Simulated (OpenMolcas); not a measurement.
## Lines of As+: computed and rescaled rates

```
Program             : OpenMolcas 26.06
Method              : SS-CASPT2, IPEA 0.25 Eh, imaginary shift 0.1 Eh (closed shells correlated: 3d)
Basis               : ANO-R3 [7s6p5d3f2g]
Scalar Hamiltonian  : X2C, finite nucleus
Active space        : 4 electrons in 4 orbitals (4s 4p)
State averaging     : 2S+1 = 3 even, 3 roots; 2S+1 = 1 even, 6 roots; 2S+1 = 5 odd, 1 root; 2S+1 = 3 odd, 9 roots; 2S+1 = 1 odd, 8 roots
Spin-orbit coupling : state interaction with AMFI integrals over the reference wave functions, term energies averaged over their components
```

Rates come from the transition moments of the reference wave functions (E1 and E2 in the length form). At fixed line strength A goes as λ^-3 for E1 and M1 and as λ^-5 for E2, so a rate at the computed wavelength can be rescaled to the measured one. Measured vacuum wavelengths follow from level energies in NIST Handbook of Basic Atomic Spectroscopic Data. Branching counts decays inside the model space alone, at computed energies, and the table is only a selection of the E2 and M1 lines, drawn from those between levels with measured partners whose computed energy lies within a factor of 1.5 of the measured one.

```csv
Upper,Lower,Type,λ computed (nm),λ measured (nm),A computed (s-1),A rescaled (s-1),Branching %
4s2 4p2 3P1,4s2 4p2 3P0,M1,10640,9403,1.49e-02,2.16e-02,100.0
4s2 4p2 3P2,4s2 4p2 3P1,M1,7546,6767,3.09e-02,4.28e-02,99.9
4s2 4p2 1D2,4s2 4p2 3P2,M1,1346,1324,3.23e-01,,63.8
4s2 4p2 1D2,4s2 4p2 3P1,M1,1143,1107,1.80e-01,,35.5
4s2 4p2 1S0,4s2 4p2 1D2,E2,809.4,799.8,2.03e+00,2.15e+00,29.2
4s2 4p2 1S0,4s2 4p2 3P2,E2,505.5,498.6,1.95e-01,,2.8
4s2 4p2 1S0,4s2 4p2 3P1,M1,473.8,464.4,4.71e+00,,67.9
```

Spin-changing lines and M1 lines between different terms are not rescaled, since their strength hangs on the term gaps too.

The largest correction is for 4s2 4p2 3P1 → 4s2 4p2 3P0 (M1): 1.49e-02 × (10640 / 9403)^3 = 2.16e-02 s-1, a factor of 1.45.

No measured rate stands beside these. Rescaling mends the energy factor alone: line strengths can still be far off where a level mixes with configurations outside the active space, and weak or spin-changing lines hang on small mixing coefficients that depend on the term gaps too, so rescaling need not improve them.

Over all roots computed the reference weight is 0.85 to 0.96; the roots of lowest weight are the least certain, and an intruder state may touch them. Computed and measured levels are paired by configuration, term and J; levels that our copy of the source lacks, or whose pairing is in doubt (as where it misses far off the trend of its configuration), stay unpaired. Levels of configurations outside the active space are missing.
